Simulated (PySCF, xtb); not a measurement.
C6H16N2, SMILES CN(C)CCN(C)C.

Geometry: B3LYP-D3(BJ)/def2-SVP. The values are those of a single conformer.

The numbers are results of IEF-PCM-B3LYP/def2-SVP (PySCF), not measurements.

The values are the electrostatic part of the solvation free energy, E(continuum) − E(gas) at the gas-phase geometry, in a cavity of scaled van der Waals radii (PySCF's table); cavitation and dispersion terms are not included. In vacuum the orbital gap is 6.90 eV. The dipole moment in vacuum is 0.40 D.

Computed values in water (ε = 78.36), toluene (ε = 2.37), diethylether (ε = 4.24):
```
solvent           ε  ΔG(elec) (kcal/mol)  dipole (D)  gap (eV)
------------  -----  -------------------  ----------  --------
water         78.36                 -2.4        0.76      7.04
toluene        2.37                 -0.9        0.51      6.95
diethylether   4.24                 -1.5        0.59      6.98
```

For comparison, GFN2-xTB/ALPB(water) (xtb, at the GFN2-xTB geometry, all terms of that model) gives -1.2 kcal/mol.
